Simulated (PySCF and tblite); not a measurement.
Results of a calculation; reference values are marked as such.
Stationary points of C7H9N at GFN2-xTB, in Å:

Structure A

```
 1 C     2.929    0.043   -0.744
 2 C     1.981   -0.151   -0.041
 3 C     0.826   -0.367    0.815
 4 C     0.189    0.962    1.121
 5 C    -0.938    1.350    0.550
 6 C    -1.684    0.504   -0.434
 7 N    -0.843   -0.563   -0.935
 8 C    -0.196   -1.292    0.133
 9 H     3.758    0.206   -1.365
10 H     1.171   -0.834    1.746
11 H     0.717    1.598    1.818
12 H    -1.388    2.303    0.788
13 H    -1.998    1.119   -1.284
14 H    -2.604    0.130    0.061
15 H    -1.376   -1.187   -1.531
16 H     0.315   -2.159   -0.292
17 H    -0.912   -1.647    0.899
```

Structure B

```
 1 C     2.795   -0.043   -0.879
 2 C     1.918   -0.208   -0.081
 3 C     0.799   -0.384    0.830
 4 C     0.169    0.961    1.098
 5 C    -0.972    1.328    0.540
 6 C    -1.743    0.434   -0.392
 7 N    -0.994   -0.717   -0.865
 8 C    -0.251   -1.335    0.213
 9 H     3.586    0.089   -1.555
10 H     1.178   -0.809    1.768
11 H     0.716    1.624    1.756
12 H    -1.415    2.291    0.753
13 H    -2.091    1.005   -1.257
14 H    -2.634    0.062    0.134
15 H    -0.337   -0.425   -1.584
16 H     0.236   -2.235   -0.171
17 H    -0.967   -1.627    0.987
```

Structure C

```
 1 C     2.819    0.046   -0.938
 2 C     1.933   -0.151   -0.158
 3 C     0.837   -0.377    0.768
 4 C     0.171    0.938    1.085
 5 C    -0.948    1.328    0.498
 6 C    -1.676    0.507   -0.526
 7 N    -0.940   -0.666   -0.878
 8 C    -0.211   -1.333    0.149
 9 H     3.603    0.212   -1.614
10 H     1.244   -0.818    1.686
11 H     0.666    1.563    1.815
12 H    -1.413    2.268    0.757
13 H    -1.845    1.115   -1.421
14 H    -2.676    0.260   -0.110
15 H    -0.960   -1.018   -1.810
16 H     0.281   -2.214   -0.265
17 H    -0.886   -1.659    0.960
```

Level: PBE0/pcSseg-1 + D3(BJ) on GFN2-xTB stationary points, with GFN2-xTB thermal terms.

Task: Which structure is a saddle point, and along which motion?

Result: C: one imaginary mode (642i cm⁻¹ at GFN2-xTB, mostly on H15, N7), along the pyramidal inversion at N7.

Task: Give their symmetry and energies above the lowest.

Result: A C1, 2.0 kcal/mol; B C1, 0.0 kcal/mol; C C1, 4.9 kcal/mol.
